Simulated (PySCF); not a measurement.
BFH₅Si₂, BFH₃Si, BFH₆Si₂, BFH₂Si and others (calculated)

All values are calculated (PySCF 2.14.0). Calculation on a computer-drawn molecule: the log of a Hartree-Fock and frozen-core CCSD(T) single point meant for a local Hartree-Fock minimum, with one planted fault or none, to be diagnosed. Offsets are logged minus clean, where the clean run is the same molecule without the fault. The reference is restricted for singlets and unrestricted otherwise, and also for a bond in bohr or an excited solution. Adding or removing an electron swaps singlet and doublet. The excited solution moves the top pair (singlet) or top alpha electron (doublet) to the lowest empty orbital. Highest occupied and lowest empty are orbital energies over both spins, largest force is the largest gradient component, triples share is (T) over the correlation energy, the T1 limit is 0.02 restricted and 0.045 unrestricted, electrons count all cores, a negative frequency is imaginary (commonest isotopes), and the dipole is about the centre of nuclear charge.

Common to all runs: logged SCF converged yes; possible faults no fault, one electron removed, one electron added, multiplicity raised by two, geometry at a saddle point, SCF held on an excited solution, minimal basis STO-3G, one bond length entered in bohr, all coordinates scaled.

(1) 
```xyz
9
formula=BFH5Si2 meant_charge=1 meant_multiplicity=1 meant_basis=cc-pV(D+d)Z logged_electrons=46 logged_basis_functions=99 logged_spin_squared=0 logged_highest_occupied=-16.261 logged_lowest_empty=-5.761 logged_largest_force=3.965e-05 logged_lowest_frequency=36.812 logged_T1_diagnostic=0.016488 logged_D1_diagnostic=0.051502 logged_triples_share=0.023569 logged_CC_converged=yes logged_dipole_magnitude=2.7746 logged_SCF_stable_within_its_kind=yes logged_energy_HF=-704.6487 logged_energy_CCSD(T)=-705.15467 planted_fault=no_fault HF_energy_offset_from_clean_run=0 CCSD(T)_energy_offset_from_clean_run=0
F     -2.3410     0.0096     0.4228
B     -1.1880    -0.0642    -0.1865
Si     0.4728     0.3296     0.9998
Si     1.4928     2.4489     1.5401
H     -1.0851    -0.3296    -1.3413
H      1.1102    -0.8760     1.5635
H      1.4355     2.4809     3.0098
H      2.8531     2.3098     0.9965
H      0.6782     3.4748     0.8771
```

Units: logged_highest_occupied, logged_lowest_empty in eV; logged_largest_force in hartree/bohr; logged_lowest_frequency in cm⁻¹; logged_dipole_magnitude in debye; logged_energy_HF, logged_energy_CCSD(T) in hartree; HF_energy_offset_from_clean_run, CCSD(T)_energy_offset_from_clean_run in kcal/mol.

Drawn bonds:
```csv
atom,other atom,order
1,2,1
2,3,1
3,4,1
2,5,1
3,6,1
4,7,1
4,8,1
4,9,1
```

(2) 
```xyz
6
formula=BFH3Si meant_charge=0 meant_multiplicity=2 meant_basis=cc-pV(D+d)Z logged_electrons=31 logged_basis_functions=66 logged_spin_squared=0.7657 logged_highest_occupied=-8.7588 logged_lowest_empty=0.67565 logged_largest_force=0.025031 logged_T1_diagnostic=0.01698 logged_D1_diagnostic=0.058308 logged_triples_share=0.021582 logged_CC_converged=yes logged_dipole_magnitude=0.87554 logged_SCF_stable_within_its_kind=yes logged_energy_HF=-414.80289 logged_energy_CCSD(T)=-415.19882 planted_fault=all_coordinates_scaled,by_-2.5_% HF_energy_offset_from_clean_run=2.117 CCSD(T)_energy_offset_from_clean_run=3.05
F     -1.6745     0.3243    -0.4224
B     -1.0610     0.9198    -1.3998
Si     0.6822     1.7618    -1.0961
H     -1.6200     0.9823    -2.4256
H      1.4866     1.3172     0.0145
H      1.4829     2.0231    -2.2664
```

Units: logged_highest_occupied, logged_lowest_empty in eV; logged_largest_force in hartree/bohr; logged_dipole_magnitude in debye; logged_energy_HF, logged_energy_CCSD(T) in hartree; HF_energy_offset_from_clean_run, CCSD(T)_energy_offset_from_clean_run in kcal/mol.

Drawn bonds:
```csv
atom,other atom,order
1,2,1
2,3,1
2,4,1
3,5,1
3,6,1
```

(3) 
```xyz
10
formula=BFH6Si2 meant_charge=0 meant_multiplicity=1 meant_basis=cc-pV(D+d)Z logged_electrons=47 logged_basis_functions=104 logged_spin_squared=0.7948 logged_highest_occupied=-16.728 logged_lowest_empty=-8.432 logged_largest_force=0.076513 logged_T1_diagnostic=0.03469 logged_D1_diagnostic=0.20045 logged_triples_share=0.026222 logged_CC_converged=yes logged_dipole_magnitude=2.9058 logged_SCF_stable_within_its_kind=yes logged_energy_HF=-705.17023 logged_energy_CCSD(T)=-705.7005 planted_fault=one_electron_removed HF_energy_offset_from_clean_run=219.7 CCSD(T)_energy_offset_from_clean_run=229.1
F     -1.8842     2.1733     3.5373
B     -1.8194     0.9287     3.0701
Si     0.0023     0.0581     2.7309
Si     0.6279     0.3222     0.4560
H     -2.8697     0.3918     2.8397
H      1.0548     0.6543     3.5918
H     -0.0845    -1.3972     3.0188
H     -0.3886    -0.2993    -0.4275
H      1.9378    -0.3254     0.2074
H      0.7315     1.7617     0.1149
```

Units: logged_highest_occupied, logged_lowest_empty in eV; logged_largest_force in hartree/bohr; logged_dipole_magnitude in debye; logged_energy_HF, logged_energy_CCSD(T) in hartree; HF_energy_offset_from_clean_run, CCSD(T)_energy_offset_from_clean_run in kcal/mol.

Drawn bonds:
```csv
atom,other atom,order
1,2,1
2,3,1
3,4,1
2,5,1
3,6,1
3,7,1
4,8,1
4,9,1
4,10,1
```

(4) 
```xyz
5
formula=BFH2Si meant_charge=0 meant_multiplicity=1 meant_basis=cc-pV(D+d)Z logged_electrons=30 logged_basis_functions=61 logged_spin_squared=0 logged_highest_occupied=-6.4006 logged_lowest_empty=-2.3648 logged_largest_force=0.057337 logged_dipole_magnitude=1.4368 logged_SCF_stable_within_its_kind=no logged_energy_HF=-414.00403 planted_fault=SCF_held_on_an_excited_solution HF_energy_offset_from_clean_run=118.6
F      1.0421     2.1366    -0.4054
B     -0.1442     1.7840    -0.9120
Si    -0.4661     1.7505    -2.9404
H     -1.0066     1.5220    -0.1098
H     -0.1263     0.2726    -3.0109
```

Units: logged_highest_occupied, logged_lowest_empty in eV; logged_largest_force in hartree/bohr; logged_dipole_magnitude in debye; logged_energy_HF in hartree; HF_energy_offset_from_clean_run in kcal/mol.

Drawn bonds:
```csv
atom,other atom,order
1,2,1
2,3,1
2,4,1
3,5,1
```

Notes: coupled-cluster numbers left out as unreliable.

(5) 
```xyz
5
formula=BF2HSi meant_charge=0 meant_multiplicity=1 meant_basis=cc-pV(D+d)Z logged_electrons=38 logged_basis_functions=70 logged_spin_squared=2.0179 logged_highest_occupied=-8.0639 logged_lowest_empty=0.094074 logged_largest_force=0.014754 logged_T1_diagnostic=0.024297 logged_D1_diagnostic=0.10147 logged_triples_share=0.021984 logged_CC_converged=yes logged_dipole_magnitude=1.9766 logged_SCF_stable_within_its_kind=yes logged_energy_HF=-513.08804 logged_energy_CCSD(T)=-513.63654 planted_fault=multiplicity_raised_by_two HF_energy_offset_from_clean_run=17.94 CCSD(T)_energy_offset_from_clean_run=30.44
F      0.8032    -0.5195    -2.7464
B      0.6860    -0.8570    -1.4591
Si    -0.4135     0.3860    -0.1742
F     -1.7463    -0.5695    -0.1438
H      1.2598    -1.8625    -1.1237
```

Units: logged_highest_occupied, logged_lowest_empty in eV; logged_largest_force in hartree/bohr; logged_dipole_magnitude in debye; logged_energy_HF, logged_energy_CCSD(T) in hartree; HF_energy_offset_from_clean_run, CCSD(T)_energy_offset_from_clean_run in kcal/mol.

Drawn bonds:
```csv
atom,other atom,order
1,2,1
2,3,1
3,4,1
2,5,1
```

(6) 
```xyz
5
formula=B2ClFH meant_charge=1 meant_multiplicity=1 meant_basis=cc-pV(D+d)Z logged_electrons=35 logged_basis_functions=70 logged_spin_squared=0.7628 logged_highest_occupied=-27.254 logged_lowest_empty=-15.194 logged_largest_force=0.032234 logged_T1_diagnostic=0.030184 logged_D1_diagnostic=0.13851 logged_triples_share=0.028625 logged_CC_converged=yes logged_dipole_magnitude=2.4935 logged_SCF_stable_within_its_kind=yes logged_energy_HF=-608.04844 logged_energy_CCSD(T)=-608.52942 planted_fault=one_electron_removed HF_energy_offset_from_clean_run=381.7 CCSD(T)_energy_offset_from_clean_run=396.3
F     -0.5600    -0.2300     2.0289
B     -0.1045    -0.0123     0.9170
B      0.5557     0.3194    -0.6827
Cl     1.0238     1.9294    -0.9452
H      0.6221    -0.5862    -1.4392
```

Units: logged_highest_occupied, logged_lowest_empty in eV; logged_largest_force in hartree/bohr; logged_dipole_magnitude in debye; logged_energy_HF, logged_energy_CCSD(T) in hartree; HF_energy_offset_from_clean_run, CCSD(T)_energy_offset_from_clean_run in kcal/mol.

Drawn bonds:
```csv
atom,other atom,order
1,2,1
2,3,1
3,4,1
3,5,1
```

(7) 
```xyz
3
formula=BClF meant_charge=1 meant_multiplicity=1 meant_basis=cc-pV(D+d)Z logged_electrons=30 logged_basis_functions=51 logged_spin_squared=0 logged_highest_occupied=-21.792 logged_lowest_empty=-4.0777 logged_largest_force=5.991e-06 logged_lowest_frequency=415.12 logged_T1_diagnostic=0.016399 logged_D1_diagnostic=0.043671 logged_triples_share=0.026911 logged_CC_converged=yes logged_dipole_magnitude=0.089791 logged_SCF_stable_within_its_kind=yes logged_energy_HF=-583.38382 logged_energy_CCSD(T)=-583.79999 planted_fault=no_fault HF_energy_offset_from_clean_run=0 CCSD(T)_energy_offset_from_clean_run=0
F     -2.1511     0.9539     1.0170
B     -1.5513     1.1860    -0.0297
Cl    -0.7657     1.4901    -1.4010
```

Units: logged_highest_occupied, logged_lowest_empty in eV; logged_largest_force in hartree/bohr; logged_lowest_frequency in cm⁻¹; logged_dipole_magnitude in debye; logged_energy_HF, logged_energy_CCSD(T) in hartree; HF_energy_offset_from_clean_run, CCSD(T)_energy_offset_from_clean_run in kcal/mol.

Drawn bonds:
```csv
atom,other atom,order
1,2,1
2,3,1
```

(8) 
```xyz
5
formula=AlBClFH meant_charge=1 meant_multiplicity=1 meant_basis=cc-pV(D+d)Z logged_electrons=45 logged_basis_functions=79 logged_spin_squared=0.7571 logged_highest_occupied=-6.4201 logged_lowest_empty=1.2929 logged_largest_force=0.10545 logged_T1_diagnostic=0.01736 logged_D1_diagnostic=0.070735 logged_triples_share=0.023379 logged_CC_converged=yes logged_dipole_magnitude=1.1246 logged_SCF_stable_within_its_kind=yes logged_energy_HF=-826.16696 logged_energy_CCSD(T)=-826.65608
F     -1.2499    -3.1777    -1.8100
B     -1.2616    -2.0737    -1.2750
Al    -1.3171    -0.0514    -0.2355
Cl    -2.3604    -0.3595     1.5001
H     -0.5954     1.0641    -1.0166
```

Units: logged_highest_occupied, logged_lowest_empty in eV; logged_largest_force in hartree/bohr; logged_dipole_magnitude in debye; logged_energy_HF, logged_energy_CCSD(T) in hartree.

Drawn bonds:
```csv
atom,other atom,order
1,2,1
2,3,1
3,4,1
3,5,1
```

(9) 
```xyz
7
formula=AlB2FH3 meant_charge=1 meant_multiplicity=1 meant_basis=cc-pV(D+d)Z logged_electrons=33 logged_basis_functions=80 logged_spin_squared=0.7828 logged_highest_occupied=-21.358 logged_lowest_empty=-13.607 logged_largest_force=0.064545 logged_T1_diagnostic=0.026736 logged_D1_diagnostic=0.088275 logged_triples_share=0.026362 logged_CC_converged=yes logged_dipole_magnitude=2.8901 logged_SCF_stable_within_its_kind=yes logged_energy_HF=-391.64307 logged_energy_CCSD(T)=-392.05368
F     -1.7677     2.6827    -4.7006
B     -0.8148     2.1507    -4.1377
B      0.4480     1.4371    -3.2435
Al     0.5596     1.2500    -1.0473
H      1.3162     1.0242    -3.9540
H      1.2579     2.4573    -0.3424
H     -0.0649    -0.0698    -0.4903
```

Units: logged_highest_occupied, logged_lowest_empty in eV; logged_largest_force in hartree/bohr; logged_dipole_magnitude in debye; logged_energy_HF, logged_energy_CCSD(T) in hartree.

Drawn bonds:
```csv
atom,other atom,order
1,2,1
2,3,1
3,4,1
3,5,1
4,6,1
4,7,1
```

(10) 
```xyz
5
formula=BF3H meant_charge=-1 meant_multiplicity=1 meant_basis=aug-cc-pVDZ logged_electrons=34 logged_basis_functions=101 logged_spin_squared=0 logged_highest_occupied=-6.6103 logged_lowest_empty=4.4191 logged_largest_force=0.082795 logged_T1_diagnostic=0.021177 logged_D1_diagnostic=0.078707 logged_triples_share=0.026079 logged_CC_converged=yes logged_dipole_magnitude=6.8444 logged_SCF_stable_within_its_kind=yes logged_energy_HF=-323.70315 logged_energy_CCSD(T)=-324.46877
F     -0.0380    -0.3794    -0.7454
B      2.6332    -0.2848    -1.0294
F      2.9423     0.7771    -1.9238
F      3.1986     0.0295     0.2374
H      3.0698    -1.3591    -1.4528
```

Units: logged_highest_occupied, logged_lowest_empty in eV; logged_largest_force in hartree/bohr; logged_dipole_magnitude in debye; logged_energy_HF, logged_energy_CCSD(T) in hartree.

Drawn bonds:
```csv
atom,other atom,order
1,2,1
2,3,1
2,4,1
2,5,1
```

To be estimated
1. Give the missing planted fault for AlBClFH (entry 8).
2. AlB₂FH₃ (entry 9): planted fault?
3. Give the missing planted fault for BF₃H (entry 10).

## Answers
1. one electron added
2. one electron removed
3. one bond length entered in bohr, row 1 of the drawn bonds

Further results for AlBClFH (entry 8):

- HF energy offset from clean run: -134.1 kcal/mol
- CCSD(T) energy offset from clean run: -139.6 kcal/mol

Further results for AlB₂FH₃ (entry 9):

- HF energy offset from clean run: 337.8 kcal/mol
- CCSD(T) energy offset from clean run: 351.6 kcal/mol

Further results for BF₃H (entry 10):

- HF energy offset from clean run: 75.19 kcal/mol
- CCSD(T) energy offset from clean run: 67.41 kcal/mol
